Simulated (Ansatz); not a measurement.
```yaml
crystal:
  periodic: [false, false, false]
  atoms:
    - {symbol: C, position_ang: [-1.715176, 0.452076, 0.266411]}
    - {symbol: W, position_ang: [0.182239, 0.413058, -0.653695]}
    - {symbol: C, position_ang: [1.542089, -0.844504, 0.354934]}
    - {symbol: O, position_ang: [-0.001279, -0.155246, -2.246946]}
    - {symbol: O, position_ang: [0.812045, 1.993669, -0.662893]}
    - {symbol: H, position_ang: [-1.617423, 0.824715, 1.291804]}
    - {symbol: H, position_ang: [-2.419001, 1.097637, -0.264614]}
    - {symbol: H, position_ang: [-2.131291, -0.561175, 0.286457]}
    - {symbol: H, position_ang: [2.525303, -0.857350, -0.121659]}
    - {symbol: H, position_ang: [1.667910, -0.493861, 1.385143]}
    - {symbol: H, position_ang: [1.154574, -1.869029, 0.365057]}
basis:
  gaussian: {orbitals: def2-TZVPD, fitting: {mean_field: def2-universal-jkfit}}
hamiltonian: {xc: {name: LC-wPBE}}
```

```sh
$ ansatz run in.yaml --threads 4 --pin off --events-out ev --progress --plain --max-ram 10444MiB
```

Shortened log:

```
Functional definition: LC-wPBE
639 factors; integrals over basis functions are off by at most 8.8e-1 eV
639 factors; integrals over basis functions are off by at most 2.5e-4 eV
mean field evaluation 1: about -8077.3053 eV, gradient 9.8e1 eV
mean field evaluation 2: about -8017.6139 eV, gradient 2.2e2 eV
mean field evaluation 4: about -8093.8674 eV, gradient 7.2e0 eV
mean field evaluation 8: about -8093.9637 eV, gradient 1.8e-1 eV
mean field evaluation 16: about -8093.9638 eV, gradient 5.3e-5 eV
mean field -8093.96376822 eV, -297.4476821965 hartree, gradient 5.3e-5 eV, S^2 0.000000; 0 other end points of the search recorded, 0 dependent functions left out
reference -8093.96376823 eV, -297.4476821969 hartree; 24, 24 occupied and 227, 227 virtual orbitals, 639 factors
Total energy: -8093.96376823 eV, -297.4476821969 hartree
```

Run time 3.3 s (4 threads of an Arm Neoverse V1 on a shared host); peak host memory 0.63 GiB.
